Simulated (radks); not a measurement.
Spherical jellium clusters: N electrons in a uniform positive sphere of charge N and radius rs N^(1/3), rs = 3.88 bohr. Calculated with a radial shooting solver with Libxc functionals: non-relativistic Kohn-Sham, PBE, spin-polarised, spherical densities. Levels are named by radial order and angular momentum (1s, 1p, 1d, 2s, ...), and open shells are averaged over m. Each electron was tried in the lowest free levels, single moves between levels near the top were tried too, and the lowest total energy was kept; such a search can miss a lower state. The series stops at N = 13: beyond it a trial failed or the search could not be trusted, so later rows were left out. Energies include the self-energy of the background; IP and EA are vertical (highest electron removed, lowest free level filled), at fixed background; spill-out counts the electrons outside the background radius R, and alpha is the static dipole polarisability from linear response (closed shells only). A dash means not computed or, for alpha, an open shell; in EA it means that no bound solution was reached, which is typical of self-interaction and does not show that the anion is unstable. Real open-shell clusters deform, which this model forbids.

N        open shells  2S  E/N (eV)  E(N+1) + E(N-1) - 2E(N) (eV)  IP (eV)  EA (eV)  -e(HOMO) (eV)  spill-out (e)
1   1s(up 1, down 0)   1    -1.365                             -        -        -          3.143           0.37
2               none   0    -1.723                         1.042    5.322        -          3.274           0.55
3   1p(up 1, down 0)   1    -1.495                        -0.697    3.895        -          2.205           0.85
4   1p(up 2, down 0)   2    -1.555                        -0.463    4.490        -          2.745           1.02
5   1p(up 3, down 0)   3    -1.684                         0.492    4.798        -          3.084           1.14
6   1p(up 3, down 1)   2    -1.688                        -0.476    4.170        -          2.696           1.28
7   1p(up 3, down 2)   1    -1.759                        -0.306    4.565    1.615          3.051           1.40
8               none   0    -1.850                         1.248    4.789        -          3.287           1.49
9   1d(up 1, down 0)   1    -1.782                        -0.300    3.467        -          2.123           1.67
10  1d(up 2, down 0)   2    -1.758                        -0.247    3.748        -          2.406           1.81
11  1d(up 3, down 0)   3    -1.761                        -0.206    3.961    1.356          2.629           1.93
12  1d(up 4, down 0)   4    -1.780                        -0.175    4.127    1.547          2.810           2.03
13  1d(up 5, down 0)   5    -1.810                             -    4.260        -          2.961           2.12

All shells are closed at N = 2, 8 (there: 1s2 1p6); the second difference of the energy has clear peaks (12 % above both neighbours; the first and last values, which can be the largest, are not judged, and half-filled shells can peak too) at N = 5, 8.
